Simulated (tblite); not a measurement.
C₆H₁₂SSi₂.
Structure used (GFN2-xTB), in Å, numbered top down from 1:
```
atom  x, y, z in Å
C1     4.091    0.238   -0.535
C2     3.181   -0.422   -0.107
Si3    1.757   -1.423    0.521
C4     0.165   -0.623   -0.169
C5     0.052    0.840    0.278
C6    -1.140    1.582   -0.331
C7    -2.487    1.169    0.241
S8    -3.075   -0.452   -0.372
Si9   -1.394   -1.607    0.276
H10    4.891    0.812   -0.908
H11    1.878   -2.799    0.033
H12    1.761   -1.371    1.987
H13    0.251   -0.624   -1.262
H14   -0.021    0.889    1.369
H15    0.965    1.370   -0.008
H16   -1.151    1.433   -1.414
H17   -1.015    2.653   -0.145
H18   -2.456    1.123    1.330
H19   -3.262    1.875   -0.057
H20   -1.502   -2.864   -0.445
H21   -1.499   -1.781    1.727
```

All values are computed: GFN2-xTB (tblite) harmonic vibrations without scaling, gas phase. This tight-binding method is rough: wavenumbers can miss measured ones by several per cent, in bad cases by 10 to 20. Modes of hydrogen on silicon can be 10 to 20 % off. One conformer, not necessarily the lowest.

Harmonic wavenumbers (cm⁻¹): 32.5, 57.9, 82.8, 126.0, 160.7, 206.0, 212.9, 256.3, 267.6, 307.9, 315.5, 437.7, 474.0, 501.4, 522.4, 560.8, 581.6, 645.8, 663.4, 678.5, 682.9, 684.7, 689.4, 730.2, 749.6, 773.4, 819.0, 853.9, 902.0, 936.4, 1016.9, 1051.6, 1104.4, 1107.9, 1122.3, 1208.2, 1227.2, 1274.4, 1288.5, 1348.5, 1353.3, 1455.3, 1477.1, 1501.2, 2206.4, 2220.7, 2243.0, 2247.9, 2349.1, 2900.0, 2935.3, 2946.0, 2957.0, 2967.4, 2979.9, 3001.2, 3352.4.

A = 2068, B = 540.3, C = 452.2 MHz; mass 172.020 u (most abundant isotopes); point group C1, symmetry number 1.

Task: Zero-point energy?

Result: ½Σν̃ = 33878 cm⁻¹ = 405.27 kJ/mol.

Task: Give the ideal-gas entropy at 273.15 K and 1 bar in the rigid-rotor, harmonic-oscillator model (classical rotation).

Result: Translation 171.23, rotation 127.91, vibration 142.75: S = 441.9 J/(mol K).

Task: And Cp and H(273.15 K) − H(0)?

Result: Cp = 186.63 J/(mol K), of which vibrations give 153.37 (their classical limit is 57 R = 473.9); H(273.15 K) − H(0) = 29.77 kJ/mol without the zero-point energy, 20.69 from vibrations.

Task: How do the functions run with temperature in this model?

Result: 
```json
{"T (K)": "150", "S (J/(mol K))": "353.1", "Cp (J/(mol K))": "116.3", "H − H(0) (kJ/mol)": "11.09", "G − H(0) (kJ/mol)": "-41.87", "ln q(vib)": "3.99"}
{"T (K)": "250", "S (J/(mol K))": "425.9", "Cp (J/(mol K))": "173.8", "H − H(0) (kJ/mol)": "25.60", "G − H(0) (kJ/mol)": "-80.88", "ln q(vib)": "7.29"}
{"T (K)": "298.15", "S (J/(mol K))": "458.8", "Cp (J/(mol K))": "199.9", "H − H(0) (kJ/mol)": "34.61", "G − H(0) (kJ/mol)": "-102.19", "ln q(vib)": "8.89"}
{"T (K)": "400", "S (J/(mol K))": "524.5", "Cp (J/(mol K))": "247.9", "H − H(0) (kJ/mol)": "57.50", "G − H(0) (kJ/mol)": "-152.31", "ln q(vib)": "12.29"}
{"T (K)": "600", "S (J/(mol K))": "638.9", "Cp (J/(mol K))": "315.8", "H − H(0) (kJ/mol)": "114.36", "G − H(0) (kJ/mol)": "-268.96", "ln q(vib)": "18.79"}
{"T (K)": "900", "S (J/(mol K))": "780.0", "Cp (J/(mol K))": "379.4", "H − H(0) (kJ/mol)": "219.44", "G − H(0) (kJ/mol)": "-482.58", "ln q(vib)": "27.74"}
```

q(vib) and H(0) count from the zero-point level.

Task: Blend soft modes into free rotors: weight 1/[1 + (100 cm⁻¹/ν̃)⁴] for the oscillator and the rest for a rotor with moment μB/(μ + B), μ = h/(8π²ν), B = 10⁻⁴⁴ kg m². What vibrational entropy results?

Result: 129.95 J/(mol K) in place of 142.75, which changes −T·S at 273.15 K by +3.50 kJ/mol.

Task: Which modes carry the vibrational entropy at 273.15 K?

Result: 32.5 cm⁻¹: 23.00; 57.9 cm⁻¹: 18.22; 82.8 cm⁻¹: 15.28; 126.0 cm⁻¹: 11.87; 160.7 cm⁻¹: 9.94; 206.0 cm⁻¹: 8.03 J/(mol K); the other 51 give 56.40 together.

Hindered rotation and anharmonicity are outside this model. Other conformers, if any are populated, would add a mixing term that is left out. The structure is chiral; the term R ln 2 for an equal mix with its mirror image is left out.
